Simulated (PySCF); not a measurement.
Compound: C2H12BNPSi (charge +1).
Cartesian coordinates in Å at the PBE0-D3(BJ)/def2-SVP level; atoms count from 1:
```xyz
18
C2H12BNPSi angstrom
B      2.6760    0.0321    0.7310
P      1.8247    1.1883   -0.5361
Si    -0.2195    0.2326   -1.4246
N     -1.1697   -0.3473   -0.1563
C     -0.8892   -1.6295    0.4627
C     -2.1370    0.4795    0.5463
H      3.4784   -0.7561    0.3164
H      2.2931    0.0963    1.8657
H      2.6969    1.5263   -1.5975
H      1.4971    2.4268    0.0617
H      0.3788   -0.8240   -2.2723
H     -0.7662    1.4374   -2.0899
H     -0.2467   -2.2476   -0.1821
H     -0.3930   -1.5105    1.4446
H     -1.8252   -2.1876    0.6275
H     -1.7940    0.7291    1.5657
H     -2.3206    1.4170    0.0023
H     -3.0980   -0.0531    0.6318
```

Computed with core-valence-separated Tamm–Dancoff BHandHLYP/aug-pcX-1 (pcseg-1 on H, def2-SVPD on Si, def2-SVPD on P) in PySCF, non-relativistic, gas phase, PBE0-D3(BJ)/def2-SVP geometry. No shift to experiment was applied.

Give energies, oscillator strengths and core holes at the C K edge.

| E (eV) | f | core hole on | main final orbital |
| --- | --- | --- | --- |
| 284.41 | 0.0015 | C5 | LUMO (98 %) |
| 284.68 | 0.0002 | C6 | LUMO (99 %) |
| 286.11 | 0.0163 | C6 | LUMO+1 (59 %) |
| 286.30 | 0.0162 | C5 | LUMO+1 (55 %) |
| 286.85 | 0.0039 | C5 | LUMO+2 (62 %) |
| 286.94 | 0.0020 | C6 | LUMO+2 (76 %) |
| 287.01 | 0.0050 | C6 | LUMO+3 (52 %) |
| 287.18 | 0.0299 | C5 | LUMO+7 (33 %) |
| 287.22 | 0.0278 | C6 | spread |
| 287.32 | 0.0023 | C5 | spread |
| 287.37 | 0.0241 | C6 | spread |

The first line with a tenth or more of the strongest one's intensity is at 286.11 eV (f = 0.016), with the hole on C6 (N-methyl carbon). The strongest listed is at 287.18 eV (f = 0.030; C5).

What does the N 1s absorption edge look like?

| E (eV) | f | core hole on | main final orbital |
| --- | --- | --- | --- |
| 398.54 | 0.0063 | N4 | LUMO (89 %) |
| 399.46 | 0.0180 | N4 | LUMO+1 (57 %) |
| 400.27 | 0.0115 | N4 | LUMO+2 (42 %) |
| 401.22 | 0.0028 | N4 | LUMO+3 (57 %) |
| 401.75 | 0.0020 | N4 | LUMO+4 (55 %) |
| 402.05 | 0.0097 | N4 | spread |
| 402.09 | 0.0004 | N4 | LUMO+5 (61 %) |

The first line with a tenth or more of the strongest one's intensity is at 398.54 eV (f = 0.006), with the hole on N4 (silicon-bound nitrogen). The strongest listed is at 399.46 eV (f = 0.018; N4).

What does the B 1s absorption edge look like?

```csv
E (eV),f,core hole on,main final orbital
185.30,0.0903,B1,LUMO (88 %)
191.56,0.0432,B1,spread
191.76,0.0017,B1,LUMO+1 (51 %)
192.33,0.0035,B1,LUMO+2 (61 %)
192.67,0.0026,B1,LUMO+4 (38 %)
193.40,0.0174,B1,spread
193.62,0.0086,B1,LUMO+7 (34 %)
```

The first line with a tenth or more of the strongest one's intensity is at 185.30 eV (f = 0.090), with the hole on B1 (three-coordinate boron). It is also the strongest listed.

Roots within 0.03 eV whose holes lie on the same, on equivalent or on shared atoms are summed into one line, and the highest roots are left out, as the search may have cut off their partners. Final orbitals are the ground state's empty Kohn–Sham orbitals.

What length of transition dipole belongs to the line at 286.30 eV?

From f = (2/3) ΔE |μ|² in atomic units, with ΔE = 10.521 Eh and f = 0.0162: |μ| = 0.048 au = 0.12 D.

The list ends where the root search ended, not at a threshold.

One conformer stands for the species.
